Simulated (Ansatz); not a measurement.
C₂H₆O₂Si₂, SMILES `O[SiH2]C#C[SiH2]O`, relaxed with RKS PBE-D4/def2-SVP in Ansatz 0.2.0 from a rough embedded geometry. The force threshold is 0.03 eV/Å; the program also tests the step.

Charge 0, multiplicity 1.

Start:

```xyz
12

O    -2.953   -1.349    0.871
Si   -2.090   -0.028    1.308
C    -0.391    0.062    0.462
C     0.589    0.107   -0.026
Si    2.327    0.202   -0.895
O     2.196    0.854   -2.407
H    -2.397   -2.105    0.503
H    -1.978   -0.103    2.779
H    -2.897    1.129    0.996
H     3.263    0.996   -0.071
H     2.917   -1.190   -1.017
H     1.415    1.425   -2.505
```

Task: By how much does the energy fall, and how many steps does the optimiser take? (Estimate.)

Result: The calculation gave: 36.70 kcal/mol, in 8 steps, 1 of them rejected.

Task: Which bonds change most? (An estimate is asked.)

Result: Computed: C3–C4 from 1.095 to 1.239 Å; C4–Si5 from 1.946 to 1.845 Å; Si2–C3 from 1.901 to 1.845 Å; Si2–H9 from 1.445 to 1.496 Å.

Task: Give the relaxed structure. (An estimate is asked.)

Result: Ansatz gave: 
```xyz
12

O    -2.993   -1.328    0.689
Si   -2.097   -0.055    1.316
C    -0.442    0.060    0.509
C     0.669    0.095   -0.037
Si    2.304    0.199   -0.888
O     2.134    0.731   -2.470
H    -2.538   -2.190    0.686
H    -1.856   -0.186    2.796
H    -2.887    1.180    1.019
H     3.173    1.105   -0.059
H     2.907   -1.166   -0.983
H     1.625    1.555   -2.577
```
